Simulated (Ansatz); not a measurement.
Compare A (`C=[C]1[CH2][AlH]1`) with its isomer B (`C[C]1=[CH][AlH]1`).

Program: Ansatz. Geometries: PBE0-D4/def2-TZVP. ΔE: electronic, gas phase. CCSD(T)/CBS is the MP2 limit (def2-TZVPP, def2-QZVPP) plus CCSD(T) − MP2 in def2-TZVPP, frozen cores. DFT in def2-TZVPP. B3LYP here is the variant with VWN-RPA as its local correlation; programs differ in this.

(1) Which isomer does CCSD(T)/CBS put lower? Give the gap. (Estimate.)

(2) Give E(B) − E(A) in kcal/mol with CCSD/def2-TZVPP, PBE0-D4, HF/def2-TZVPP, LDA (SPW92), MP2/def2-TZVPP, CCSD(T)/def2-TZVPP, B3LYP-D4. (An estimate is asked.)

(3) Does the order hold for the free energy at 298.15 K (harmonic terms from PBE0-D4)? (An estimate is asked.)

Largest T1 diagnostic: 0.013.

## Answers

(1) Ansatz gave: B, by 14.4 kcal/mol.

(2) Ansatz gave: CCSD/def2-TZVPP -14.7, PBE0-D4 -14.0, HF/def2-TZVPP -17.8, LDA (SPW92) -12.3, MP2/def2-TZVPP -15.0, CCSD(T)/def2-TZVPP -14.3, B3LYP-D4 -13.2. None reverses the order clearly.

(3) Ansatz gave: Yes: G(B) − G(A) = -13.5 kcal/mol.

At CCSD(T), def2-SVP lies −1.6 kcal/mol from the extrapolated value and def2-TZVPP +0.1 kcal/mol. In def2-TZVPP, CCSD(T) changes the Hartree–Fock value by +3.5 kcal/mol (the triples alone add +0.4 kcal/mol) and MP2 by +2.8 kcal/mol.
